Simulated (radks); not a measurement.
Spherical quantum dot in the effective-mass picture: electrons in a hard-walled sphere of radius 10.1, with a point charge +1 (a donor) at the centre, all in effective atomic units (hartree* = m*/eps^2 hartree, bohr* = eps/m* bohr), one dielectric constant everywhere. Method: non-relativistic Kohn-Sham, LDA (Slater exchange, Perdew-Wang correlation), spin-polarised, spherical densities; computed with a radial shooting solver with Libxc functionals. Levels are named by radial order and angular momentum (1s, 1p, 1d, 2s, ...), and open shells are averaged over m. Results are scaled to m* = 0.057 and eps = 5, for which hartree* = 62.04 meV and bohr* = 4.642 nm.

N = 20, configuration 1s2 1p6 1d10 2s(up 1, down 0) 1f(up 1, down 0). This is the lowest configuration that the search found (a dilute case). Occupied and some empty levels:

| level | occupation | eigenvalue (meV) | <r> (nm) |
|---|---|---|---|
| 1s up | 1 | 139.00 | 27.65 |
| 1s down | 1 | 139.61 | 34.84 |
| 1p up | 3 | 140.58 | 35.42 |
| 2s up | 1 | 140.77 | 15.24 |
| 1p down | 3 | 140.84 | 35.42 |
| 1d up | 5 | 142.87 | 35.89 |
| 1d down | 5 | 143.12 | 35.88 |
| 1f up | 1 | 146.16 | 36.35 |
| 1f down | 0 | 146.41 | 36.34 |
| 2s down | 0 | 148.96 | 11.60 |
| 1g up | 0 | 150.39 | 36.79 |
| 1g down | 0 | 150.64 | 36.78 |
| 2p up | 0 | 158.44 | 23.16 |
| 2p down | 0 | 159.21 | 24.14 |
| 2d up | 0 | 164.80 | 26.85 |
| 2d down | 0 | 165.12 | 27.06 |

Energy (meV): total 1369.30, kinetic 268.32, external -216.66, Hartree 1536.5, exchange-correlation -218.83.
